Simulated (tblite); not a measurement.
Species: C₄H₈F₂Si.
SMILES with atom numbers: `[F:1][C@@H:2]1[CH2:3][CH2:4][C@@H:5]([F:6])[SiH2:7]1` (hydrogens: H8 on C2; H9, H10 on C3; H11, H12 on C4; H13 on C5; H14, H15 on Si7)

The geometry is computed with GFN2-xTB (gas phase).

(1) What internal coordinates does the optimisation give?

Results:

(1) 
```
            bond  length (Å)
    F1–C2, C5–F6       1.395
    C2–C3, C4–C5       1.526
           C3–C4       1.528
  C2–Si7, C5–Si7       1.928
   C2–H8, C5–H13       1.094
   C3–H9, C4–H12       1.091
  C3–H10, C4–H11       1.091
Si7–H14, Si7–H15       1.458
```

Bonds in one row agree within 0.01 Å and their mean is given. A selection of angles:
```
      angle  degrees
   F1–C2–C3    109.2
  F1–C2–Si7    108.8
   F1–C2–H8    104.9
  C3–C2–Si7    105.4
   C3–C2–H8    111.5
  Si7–C2–H8    116.9
   C2–C3–C4    108.4
   C2–C3–H9    108.3
  C2–C3–H10    110.6
   C4–C3–H9    109.6
  C4–C3–H10    111.2
  H9–C3–H10    108.7
 C5–Si7–H14    112.5
  C2–Si7–C5     92.1
H14–Si7–H15    115.9
```

Torsions: F1–C2–C3–C4 -80° (synclinal); C2–C3–C4–C5 -50° (synclinal); C3–C4–C5–F6 -80° (synclinal); C4–C5–Si7–C2 -13° (synperiplanar); F1–C2–Si7–C5 104° (anticlinal).

All 3 C–C bonds measure 1.526 to 1.528 Å. Si7 (SiH2 silicon) has angles from 92.1° to 115.9°. Of the pairs four or more bonds apart, F1···H12 is among the closest relative to their van der Waals radii: 2.80 Å, 105 % of the sum of Bondi's values. The 5-membered ring C2–C3–C4–C5–Si7 has internal angles of 92.1° to 108.4° (sum 520°, against 540° for a flat polygon); it is puckered, 0.19 Å rms from its mean plane, widest ring torsion 50°.

Point group: C2 (tolerance 0.08 Å). Its GFN2-xTB frequencies are all real (lowest 66 cm⁻¹). One conformer, not necessarily the lowest.
